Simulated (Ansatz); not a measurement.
Relaxation of H$_{6}$O$_{4}$Si$_{2}$ (12 atoms, charge 0, multiplicity 1), to a largest force component of 0.02 eV/Å in at most 40 steps.

Level of theory: RHF/6-31G* in Ansatz 0.2.0.

```xyz
12
Properties=species:S:1:pos:R:3:forces:R:3
Si 0.000 0.000 0.000 0.99 0.81 -0.28
O 0.000 0.000 1.680 -1.31 -0.80 -1.25
Si -1.315 -0.407 2.644 1.30 0.85 0.07
H -2.239 -1.240 1.880 -0.25 -0.22 -0.17
H -0.851 -1.143 3.816 0.06 -0.17 0.10
H -1.999 0.809 3.073 -0.21 0.12 0.03
O 1.584 0.000 -0.559 -1.06 -2.84 0.30
H 1.901 -0.952 -0.676 -0.74 2.79 0.27
O -0.791 1.371 -0.559 -2.07 -2.24 -0.02
H -1.749 1.140 -0.782 2.74 0.85 0.46
O -0.791 -1.371 -0.559 -0.67 -0.18 3.07
H -1.246 -1.837 0.213 1.22 1.04 -2.56
```

**Question.** Where does it end, and by what steps?

**Answer.** The forces met the threshold. The force dipped under the threshold on the way, but the program's further checks kept it going. After 16 steps the energy has fallen by 0.950 eV; H4 moved furthest, 1.34 Å.

```
step  energy less start (eV)  largest force component (eV/Å)  accepted
   0                  0.0000                           3.068       yes
   1                 -0.5070                           1.414       yes
   2                 -0.6687                           0.414       yes
   3                 -0.7227                           0.208       yes
   4                 -0.7622                           0.871       yes
   5                 -0.8235                           0.225       yes
   6                 -0.8612                           0.249       yes
   7                 -0.9076                           0.400       yes
   8                 -0.9340                           0.148       yes
   9                 -0.9454                           0.051       yes
  10                 -0.9460                           0.078       yes
  11                 -0.9487                           0.018       yes
  12                 -0.9484                           0.196        no
  13                 -0.9491                           0.016       yes
  14                 -0.9492                           0.046       yes
  15                 -0.9493                           0.064       yes
  16                 -0.9499                           0.008       yes
```

```xyz
12
Properties=species:S:1:pos:R:3
Si -0.295 -0.319 -0.051
O -0.691 -0.809 1.437
Si -1.323 -0.333 2.876
H -2.783 -0.529 2.872
H -0.729 -1.163 3.937
H -1.022 1.084 3.139
O 1.190 0.336 -0.170
H 1.909 -0.253 -0.354
O -1.373 0.832 -0.453
H -1.135 1.433 -1.145
O -0.295 -1.620 -1.035
H -0.950 -2.287 -0.884
```

Whether the end is a true minimum wasn't checked by a vibrational analysis.

The run took 30 s on 2 threads of Arm Neoverse V1, on a shared host, peak memory 0.24 GiB.
